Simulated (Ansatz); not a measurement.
Consider the substitution at a C–C bond: `CC[O][InH][Cl]` + `OB(O)Cl` → `COB(O)Cl` + `C[O][InH][Cl]`.

Computed with Ansatz on PBE0-D4/def2-TZVP structures; ΔE is electronic, products minus reactants. CCSD(T)/CBS is the MP2 limit (def2-TZVPP, def2-QZVPP) plus CCSD(T) − MP2 in def2-TZVPP, frozen cores. This one scheme is used for every species. Functionals use def2-TZVPP. B3LYP here is the variant with VWN-RPA as its local correlation; programs differ in this. Elements past krypton have def2 core potentials. For In outer-core shells are correlated without core-valence functions, which leaves a few kJ/mol of doubt a bond. One conformer a species, not always the lowest.

```
             level  ΔE (kJ/mol)  difference from CCSD(T)/CBS
           ωB97X-V         64.6                         -6.0
            B2PLYP         64.6                         -6.0
              PBE0         67.6                         -3.0
             B3LYP         60.5                        -10.1
     HF/def2-TZVPP         58.1                        -12.5
    MP2/def2-TZVPP         73.5                          2.9
   CCSD/def2-TZVPP         68.1                         -2.5
SCS-MP2/def2-QZVPP         68.5                         -2.1
      HF/CBS(def2)         57.6                        -13.0
    CCSD/CBS(def2)         69.7                         -0.9
       CCSD(T)/CBS         70.6                            0
```

Largest T1 diagnostic among the species: 0.016.

In def2-TZVPP, CCSD(T) changes the Hartree–Fock value by +10.8 kJ/mol (the triples alone add +0.9 kJ/mol) and MP2 by +15.4 kJ/mol.
